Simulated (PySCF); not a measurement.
Compound: C₅H₅O₃S₂ (charge +1).
Atom-mapped SMILES: `[O:1]=[S:2](=[O:3])([OH:4])[c:5]1[cH:6][cH:7][cH:8][cH:9][s+:10]1`

Structure used (GFN2-xTB), in Å, numbered top down from 1:
```xyz
15
C5H5O3S2 angstrom
O      2.9218    0.9693    0.5133
S      2.2222   -0.2395    0.7305
O      2.1928   -0.8938    1.9901
O      2.5235   -1.2679   -0.4338
C      0.4530   -0.0244    0.3769
C     -0.0727    0.8690   -0.5159
C     -1.4467    0.9999   -0.7182
C     -2.3717    0.2259   -0.0235
C     -2.0097   -0.7161    0.9141
S     -0.4120   -1.0718    1.3704
H      3.3699   -1.1467   -0.8747
H      0.6208    1.4947   -1.0627
H     -1.8026    1.7257   -1.4353
H     -3.4246    0.3722   -0.2257
H     -2.7685   -1.2886    1.4302
```

Definitions: NICS(0) = −σiso at the ring centroid; NICS(1) = −σiso and NICS(1)zz = −σzz at ±1 Å along the ring normal z. Level: GIAO PBE0/pcSseg-1 (PySCF, non-relativistic, gas phase) on the GFN2-xTB geometry, one conformer.

Ring bond lengths (Å), with Mayer bond orders in brackets: C5–C6 1.368 (1.35), C6–C7 1.395 (1.38), C7–C8 1.392 (1.41), C8–C9 1.377 (1.45), C9–S10 1.699 (1.28), S10–C5 1.683 (1.29).

Question: Give the NICS values of each ring in ppm.

Answer: 
| ring | type | NICS(0) | NICS(1), two faces | NICS(1)zz, two faces | rms pucker (Å) | centre to ring atoms, mean (Å) |
| --- | --- | --- | --- | --- | --- | --- |
| C5–C6–C7–C8–C9–S10 | 6-membered ring with S; formal bonds all aromatic | -8.5 | -11.1 / -11.3 | -25.8 / -26.4 | 0.01 | 1.48 |

Question: What can be read from them?

Answer: 
- C5–C6–C7–C8–C9–S10: mean NICS(1)zz -26.1 ppm, shielded. The ring is flat and has no four-coordinate atom; by the NICS criterion it is aromatic.

Question: What does the geometric index give? HOMA takes Krygowski's 1993 parameters.

Answer: 
- C5–C6–C7–C8–C9–S10: HOMA 0.97; the largest term is that of C5–C6, α(R − Ropt)² = 0.10. The geometric and the magnetic index point the same way.

Question: What field does 11.7 T along the ring normal induce along that normal at the second NICS(1) probe listed for ring C5–C6–C7–C8–C9–S10, 1 Å off the ring?

Answer: NICSzz × B0 = -26.4 ppm × 11.7 T = -309 μT, against the applied field.

Question: List the ring angles and the Hirshfeld charges of the ring atoms.

Answer: 
- C5–C6–C7–C8–C9–S10: C5 126.5° (+0.001 e), C6 122.3° (+0.011 e), C7 122.0° (+0.060 e), C8 123.1° (+0.021 e), C9 125.0° (+0.028 e), S10 101.2° (+0.350 e); sum 720.0° against 720° for a flat convex ring.
